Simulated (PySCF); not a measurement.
C3H7, SMILES [CH2]CC, multiplicity 2. Geometry optimised at PBE-D3(BJ)/def2-TZVP. The isomer is the one that the SMILES or the coordinates give; other isomers of the formula were not compared.

Computed equilibrium geometry at PBE-D3(BJ)/def2-TZVP (PySCF confirms it by a frequency run) as a Z-matrix:
```
C
H 1 1.1056
H 1 1.1121 2 104.12
C 1 1.4843 2 109.82 3 -117.52
H 4 1.0900 1 121.07 2 40.91
H 4 1.0908 5 117.84 1 -173.19
C 1 1.5307 2 110.04 3 116.41
H 7 1.0992 1 111.45 2 -57.67
H 7 1.0997 8 108.05 1 -122.09
H 7 1.1004 8 107.80 9 -116.08
```
Charge 0, spin multiplicity 2.
